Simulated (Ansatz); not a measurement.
`OC(Cl)[SiH2]S`. Total charge 0; spin multiplicity 1. All single points use the PBE0-D4/def2-TZVP geometry. It is one conformer, not always the lowest.

```xyz
10

O     0.226   -0.038    1.832
C     0.160    0.787    0.739
Cl   -1.530    1.471    0.500
Si    0.573   -0.091   -0.897
S    -0.568   -1.896   -0.870
H    -0.151   -0.897    1.590
H     0.772    1.665    0.943
H     0.274    0.780   -2.056
H     1.990   -0.534   -0.900
H    -1.746   -1.244   -0.882
```

**Question.** What is the dipole moment at B3LYP/def2-TZVPP? (Best estimate.)

**Answer.** Ansatz gave: 1.34 D, with components (0.85, -0.30, -0.99) D in this frame, pointing from negative to positive charge.

**Question.** And with PBE, r2SCAN, ωB97M-V? (An estimate is asked.)

**Answer.** The calculation gave: PBE 1.18 D, r2SCAN 1.28 D, ωB97M-V 1.36 D.

**Question.** Give the Mulliken charges with B3LYP, ωB97M-V, PBE in def2-TZVPP. (Estimate.)

**Answer.** The calculation gave: 
| atom | B3LYP | ωB97M-V | PBE |
| --- | --- | --- | --- |
| O1 | -0.29 | -0.27 | -0.24 |
| C2 | 0.06 | -0.02 | 0.04 |
| Cl3 | -0.19 | -0.15 | -0.17 |
| Si4 | 0.33 | 0.22 | 0.25 |
| S5 | -0.28 | -0.26 | -0.26 |
| H6 | 0.19 | 0.19 | 0.19 |
| H7 | 0.14 | 0.15 | 0.13 |
| H8 | -0.04 | 0.00 | -0.03 |
| H9 | -0.05 | -0.01 | -0.05 |
| H10 | 0.13 | 0.14 | 0.14 |

B3LYP here is the variant with VWN-RPA as its local correlation; programs differ in this.
